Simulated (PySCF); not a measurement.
Members of one series of related molecules.

All values: PBE0/def2-SVPD (PySCF) at PBE0-D3(BJ)/def2-SVP geometries, gas phase, one conformer each. Core orbitals are frozen in the response; Δα² is half the sum of the squared differences of the principal polarisabilities.

Problem. Rank by HOMO–LUMO gap, lowest first.
A. `FC(F)(F)C1=[O+][BH2-]OC=C1`
B. `CC(C)C1=[O+][BH2-]OC=C1`
C. `[SiH3]N([SiH3])C1=[O+][BH2-]OC=C1`
D. `COC1=[O+][BH2-]OC=C1`

Solution. A (4.28 eV), B (4.90 eV), C (5.12 eV), D (5.27 eV).

Problem. Rank by polarisability anisotropy Δα, highest first.
A. `[CH3:1][O:2][C:3]1=[O+:4][BH2-:5][O:6][CH:7]=[CH:8]1` with C1–O2–C3–O4 3°, C3–O4–B5–O6 -37°, O4–B5–O6–C7 36°, B5–O6–C7–C8 -15°, O2–C3–C8–C7 -166°
B. `[CH3:1][CH:2]([CH3:3])[C:4]1=[O+:5][BH2-:6][O:7][CH:8]=[CH:9]1` with C1–C2–C4–O5 134°, C4–O5–B6–O7 -39°, O5–B6–O7–C8 39°, B6–O7–C8–C9 -15°, C2–C4–C9–C8 -160°
C. `FC(F)(F)C1=[O+][BH2-]OC=C1`
D. `[CH3:1][Si:2]([CH3:3])([CH3:4])[O:5][C:6]1=[O+:7][BH2-:8][O:9][CH:10]=[CH:11]1` with Si2–O5–C6–O7 0°
E. `[BH2-:1]1[O:2][CH:3]=[CH:4][C:5]([CH:6]2[CH2:7][CH2:8]2)=[O+:9]1` with C4–C5–C6–C7 148°, O9–B1–O2–C3 38°, B1–O2–C3–C4 -14°, C3–C4–C5–C6 -164°, C5–C6–C7–C8 107°
F. `[SiH3:1][N:2]([SiH3:3])[C:4]1=[O+:5][BH2-:6][O:7][CH:8]=[CH:9]1` with C4–O5–B6–O7 39°, O5–B6–O7–C8 -37°, B6–O7–C8–C9 15°, N2–C4–C9–C8 166°

Solution. F (7.94 Å³), E (6.69 Å³), D (6.13 Å³), A (5.40 Å³), B (4.75 Å³), C (4.28 Å³).

Problem. Rank by vertical ionisation energy (ΔSCF), lowest first.
A. `FC(C1=[O+][BH2-]OC=C1)(F)F`
B. `[BH2-]1OC=CC(C2CC2)=[O+]1`
C. `O(CC1=[O+][BH2-]OC=C1)C`

Solution. B (8.80 eV), C (8.99 eV), A (9.37 eV).

All values together:

```tsv
SMILES	formula	μ (D)	HOMO (eV)	LUMO (eV)	α (Å³)	Δα (Å³)	electrons	α per electron (Å³)	ΔSCF removal energy (eV)
COC1=[O+][BH2-]OC=C1	C4H7BO3	4.21	-6.99	-1.72	11.16	5.40	60	0.186	8.92
[SiH3]N([SiH3])C1=[O+][BH2-]OC=C1	C3H10BNO2Si2	5.22	-6.94	-1.82	17.86	7.94	84	0.213	8.71
C[Si](C)(C)OC1=[O+][BH2-]OC=C1	C6H13BO3Si	4.59	-6.56	-1.57	18.28	6.13	92	0.199	–
FC(F)(F)C1=[O+][BH2-]OC=C1	C4H4BF3O2	3.80	-7.38	-3.10	10.66	4.28	76	0.140	9.37
[BH2-]1OC=CC(C2CC2)=[O+]1	C6H9BO2	5.09	-6.94	-2.11	13.84	6.69	66	0.210	8.80
C=CCC1=[O+][BH2-]OC=C1	C6H9BO2	5.01	-7.06	-2.26	14.04	6.78	66	0.213	8.95
CC(C)C1=[O+][BH2-]OC=C1	C6H11BO2	5.15	-7.02	-2.13	13.99	4.75	68	0.206	8.92
COCC1=[O+][BH2-]OC=C1	C5H9BO3	5.09	-7.07	-2.23	13.06	5.99	68	0.192	8.99
```

Conformers: `[CH3:1][O:2][C:3]1=[O+:4][BH2-:5][O:6][CH:7]=[CH:8]1` with C1–O2–C3–O4 3°, C3–O4–B5–O6 -37°, O4–B5–O6–C7 36°, B5–O6–C7–C8 -15°, O2–C3–C8–C7 -166°; `[SiH3:1][N:2]([SiH3:3])[C:4]1=[O+:5][BH2-:6][O:7][CH:8]=[CH:9]1` with C4–O5–B6–O7 39°, O5–B6–O7–C8 -37°, B6–O7–C8–C9 15°, N2–C4–C9–C8 166°; `[CH3:1][Si:2]([CH3:3])([CH3:4])[O:5][C:6]1=[O+:7][BH2-:8][O:9][CH:10]=[CH:11]1` with Si2–O5–C6–O7 0°; `[BH2-:1]1[O:2][CH:3]=[CH:4][C:5]([CH:6]2[CH2:7][CH2:8]2)=[O+:9]1` with C4–C5–C6–C7 148°, O9–B1–O2–C3 38°, B1–O2–C3–C4 -14°, C3–C4–C5–C6 -164°, C5–C6–C7–C8 107°; `[CH2:1]=[CH:2][CH2:3][C:4]1=[O+:5][BH2-:6][O:7][CH:8]=[CH:9]1` with C1–C2–C3–C4 117°, C2–C3–C4–O5 154°, C4–O5–B6–O7 -38°, O5–B6–O7–C8 38°, B6–O7–C8–C9 -14°, C3–C4–C9–C8 -161°; `[CH3:1][CH:2]([CH3:3])[C:4]1=[O+:5][BH2-:6][O:7][CH:8]=[CH:9]1` with C1–C2–C4–O5 134°, C4–O5–B6–O7 -39°, O5–B6–O7–C8 39°, B6–O7–C8–C9 -15°, C2–C4–C9–C8 -160°; `[CH3:1][O:2][CH2:3][C:4]1=[O+:5][BH2-:6][O:7][CH:8]=[CH:9]1` with C1–O2–C3–C4 -176°, O2–C3–C4–O5 -172°, C4–O5–B6–O7 -40°, O5–B6–O7–C8 39°, B6–O7–C8–C9 -14°, C3–C4–C9–C8 -164°.

A dash marks a removal energy that wasn't run or isn't settled.

Problem. How closely does the mean polarisability follow the number of electrons in this set?

Solution. The correlation coefficient is 0.76; α per electron runs from 0.140 to 0.213 Å³.
